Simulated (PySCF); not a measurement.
C6H7P: calculation and literature

Molfile (atoms numbered from 1):
```
C6H7P
     RDKit          3D

 14 14  0  0  0  0  0  0  0  0999 V2000
    2.6622   -0.2421    0.6690 P   0  0  0  0  0  0  0  0  0  0  0  0
    0.8794   -0.0818    0.2456 C   0  0  0  0  0  0  0  0  0  0  0  0
    0.1118   -1.2152   -0.0506 C   0  0  0  0  0  0  0  0  0  0  0  0
   -1.2600   -1.1065   -0.2717 C   0  0  0  0  0  0  0  0  0  0  0  0
   -1.8882    0.1352   -0.1926 C   0  0  0  0  0  0  0  0  0  0  0  0
   -1.1339    1.2679    0.1101 C   0  0  0  0  0  0  0  0  0  0  0  0
    0.2374    1.1606    0.3315 C   0  0  0  0  0  0  0  0  0  0  0  0
    3.1226    0.9018   -0.0511 H   0  0  0  0  0  0  0  0  0  0  0  0
    3.0142   -1.1513   -0.3740 H   0  0  0  0  0  0  0  0  0  0  0  0
    0.5893   -2.1971   -0.1167 H   0  0  0  0  0  0  0  0  0  0  0  0
   -1.8412   -2.0008   -0.5098 H   0  0  0  0  0  0  0  0  0  0  0  0
   -2.9631    0.2206   -0.3678 H   0  0  0  0  0  0  0  0  0  0  0  0
   -1.6164    2.2465    0.1727 H   0  0  0  0  0  0  0  0  0  0  0  0
    0.8148    2.0588    0.5684 H   0  0  0  0  0  0  0  0  0  0  0  0
  1  2  1  0
  2  3  2  0
  3  4  1  0
  4  5  2  0
  5  6  1  0
  6  7  2  0
  7  2  1  0
  1  8  1  0
  1  9  1  0
  3 10  1  0
  4 11  1  0
  5 12  1  0
  6 13  1  0
  7 14  1  0
M  END
```

Non-relativistic, equivalent nuclei averaged, one conformer, gas phase. GIAO PBE0/pcSseg-1 shieldings; coordinates at the PBE0-D3(BJ)/def2-SVP level; PySCF 2.14.

Reference values: measured (E. Pretsch, P. Bühlmann, M. Badertscher, Structure Determination of Organic Compounds, 4th ed., Springer 2009).
```tsv
atoms	quantity	reference	computed	computed, scaled
P1	δ ³¹P vs 85 % H3PO4	-124.0	-137.2	-107.1
```

Reference values: measured (S. K. Latypov et al., Phys. Chem. Chem. Phys. 2015 (author manuscript)).
```
atoms             quantity  reference  computed  computed, scaled
   P1  δ ³¹P vs 85 % H3PO4     -122.0    -137.2            -107.1
```

Reference values: measured (O. Kühl, Phosphorus-31 NMR Spectroscopy, Springer 2008, chapter 6 (publisher's sample)).
```json
{"atoms": "P1", "quantity": "δ ³¹P vs 85 % H3PO4", "reference": "-123.5", "computed": "-137.2", "computed, scaled": "-107.1"}
```

Computed shifts are σ(ref) − σ with the named reference compound (TMS for H and C) calculated as an isolated molecule at the same level. The measured values may be among those fitted. Shieldings were converted by a linear fit to measured shifts: ³¹P: δ = 282.38 − 0.871σ (rms 18.7 ppm, 97 shifts vs H3PO4, solution or neat liquid). Occasional misses reach two or three times the rms, and more in compound classes unlike the fitted ones.

Question: How far are the unscaled ³¹P shifts from the references?

Answer: Mean signed difference -14.03 ppm, mean absolute 14.03 ppm over 3 comparisons; the largest is -15.2 ppm at P1 (phosphorus bonded to C, 2 H).
